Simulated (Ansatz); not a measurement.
Mulliken charges of CH4AlFOSi, SMILES `[F][Al]1[CH2]O[SiH2]1` from ωB97M-V/def2-TZVPP in Ansatz (PBE0-D4/def2-TZVP geometry).

| atom | x (Å) | y (Å) | z (Å) | charge (e) |
| --- | --- | --- | --- | --- |
| F1 | -1.835 | -1.758 | -1.704 | -0.321 |
| Al2 | -0.859 | -0.843 | -0.741 | 0.554 |
| C3 | 0.396 | 0.677 | -1.021 | -0.226 |
| O4 | 0.762 | 0.777 | 0.371 | -0.348 |
| Si5 | 0.039 | -0.301 | 1.431 | 0.203 |
| H6 | 1.291 | 0.489 | -1.621 | 0.108 |
| H7 | -0.031 | 1.628 | -1.355 | 0.108 |
| H8 | 1.059 | -1.130 | 2.135 | -0.039 |
| H9 | -0.732 | 0.415 | 2.487 | -0.039 |

**Question.** By hand: the dipole of these point charges (1 e Å = 4.8032 D).

**Answer.** Σ q r = (-0.110, -0.131, 0.027) e Å, of length 0.173 e Å = 0.83 D.

**Question.** How does the dipole of the full density compare? (Best estimate.)

**Answer.** Ansatz gave: (-0.040, -0.030, -0.059) e Å, 0.37 D; the point charges give 2.24 times that, at 60° from its direction.

Point charges leave out the atoms' own dipoles, such as those of lone pairs, and Mulliken's split depends on the basis, so the two needn't agree.
